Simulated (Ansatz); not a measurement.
Consider the silylene loss: `[OH][GeH]([SiH3])[SiH3]` → `[OH][GeH2][SiH3]` + `[SiH2]`.

Computed with Ansatz on PBE0-D4/def2-TZVP structures; ΔE is electronic, products minus reactants. CCSD(T)/CBS adds triple-zeta CCSD(T) − MP2 to the extrapolated MP2 energy (def2 sets, frozen cores). This one scheme is used for every species. Functionals use def2-TZVPP. B3LYP here is the variant with VWN-RPA as its local correlation; programs differ in this. For Ge outer-core shells are correlated without core-valence functions, which leaves a few kJ/mol of doubt a bond. Scalar relativity is left out up to krypton. Each species was taken in one conformer, which may not be the lowest.

```
        level  ΔE (kJ/mol)
  LDA (SPW92)        287.8
     B3LYP-D4        252.3
      ωB97M-V        247.5
       B2PLYP        248.2
         BLYP        227.3
      r2SCANh        274.1
HF/def2-TZVPP        226.7
HF/def2-QZVPP        226.2
```

Q: What does CCSD(T)/CBS give? (Best estimate.)

A: The calculation gave: +255.2 kJ/mol. The listed levels differ from it by 32.6, -2.9, -7.7, -7.0, -27.9, 18.9, -28.5, -29.0 kJ/mol.

Largest T1 diagnostic among the species: 0.014.

Leaving LDA and LC-ωPBE aside and taking each functional with its dispersion term where it has one, the values, not all of them listed here, spread over 32.8 kJ/mol, from BLYP-D4 to r2SCAN0-D4. LDA lies +30.3 kJ/mol from PBE without D4. From PBE to PBE0 (25 % exact exchange), in def2-TZVPP and without D4, ΔE moves by +6.3 kJ/mol. In def2-TZVPP, CCSD(T) changes the Hartree–Fock value by +20.8 kJ/mol (the triples alone add +5.4 kJ/mol) and MP2 by +38.2 kJ/mol.
